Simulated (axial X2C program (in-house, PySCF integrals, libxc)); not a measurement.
## GaS⁻: cheaper levels and CCSD(T), 2c

Computed with an in-house all-electron X2C program for linear molecules (integrals from PySCF). Two-component (2c) means X2C with spin–orbit coupling and atomic mean-field two-electron Coulomb and Gaunt terms. Basis: Ga dyall-acv3z [10s10p8d5f1g], S dyall-av3z [9s8p3d2f] (cores contracted in-house); Gaussian nuclei, density fitting, unrestricted open shells. Masses: Ga 68.926 u, S 31.972 u.

State: Ω = 0 (closed shell); fragments Ga + S-.

| level | Re (Å) | ωe (cm⁻¹) | De (eV) |
| --- | --- | --- | --- |
| PBE0 | 2.127 | 450.1 | n/a |
| HF | 2.127 | 469.7 | n/a |
| MP2 | 2.149 | 445.7 | 4.36 |
| CCSD | 2.145 | 451.1 | 4.00 |
| PW91 | 2.150 | 424.1 | n/a |

Correlated methods: 10 electrons correlated (number of frozen shells: Ga 3 s, 2 p, 1 d; S 2 s, 1 p), 290 virtual spin orbitals or spinors in MP2, 90 natural virtuals in coupled cluster.

CCSD(T), same Hamiltonian and basis:

Re = 2.154 Å, ωe = 440.1 cm⁻¹, De = 4.17 eV; T1 = 0.019 (Lee–Taylor normalisation).

Give the differences from CCSD(T) in the columns below.



```json
{"level": "PBE0", "ΔRe (Å)": "-0.027", "Δωe (cm⁻¹)": "10", "ΔDe (eV)": "n/a"}
{"level": "HF", "ΔRe (Å)": "-0.027", "Δωe (cm⁻¹)": "30", "ΔDe (eV)": "n/a"}
{"level": "MP2", "ΔRe (Å)": "-0.005", "Δωe (cm⁻¹)": "6", "ΔDe (eV)": "0.19"}
{"level": "CCSD", "ΔRe (Å)": "-0.009", "Δωe (cm⁻¹)": "11", "ΔDe (eV)": "-0.17"}
{"level": "PW91", "ΔRe (Å)": "-0.004", "Δωe (cm⁻¹)": "-16", "ΔDe (eV)": "n/a"}
```

The state is one determinant whose occupation by symmetry is held fixed; it was picked as the lowest of a PBE0 search that is not exhaustive. Closed shells are restricted here (equal orbitals for both partners); the stretched side of such a curve lies too high. De is counted from the lowest determinant-based energies of the atoms at the same level, without counterpoise correction. De is not given where an atomic determinant may have missed its ground term or J level, or where the truncated virtual space spoils (T). Coupled cluster ran in a truncated set of natural virtual spinors; the MP2 energy of the rest was added. (T) has no such correction and the atoms are truncated less, which lowers De at CCSD(T) by a hundredth of an eV or more. The functionals have no current-density term, which raises determinants with orbital currents, atoms included. The highest occupied level of some functionals is positive through self-interaction error; at Hartree–Fock it is bound. With the outer-core shells frozen, correlated bond lengths of heavy atoms tend to come out a few hundredths of an ångström too long.
